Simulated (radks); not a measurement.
Values are calculated unless marked as measured or tabulated.
Task: Successive ionisation energies (eV) of one element, from differences of total energies of ions in their ground configurations, starting at charge 0: 6.576, 13.445, 32.410, 42.703, 69.781, 86.594, 104.16, 122.43, 141.33, 160.82, 180.86, 201.43, 222.48, 244.00, 345.57, 370.78, 396.32, 422.16, 448.30, 474.72, 607.35, 608.20. Level of theory: scalar-relativistic Kohn-Sham, PBE, spin-unpolarised, spherical densities, point nucleus (a radial shooting solver on a logarithmic mesh with Libxc functionals). Which element is it?

Result: Lead (Z = 82). The first species listed is Pb in [Hg] 6p2, the last Pb21+ in [Kr] 4d10 4f13 5s2.
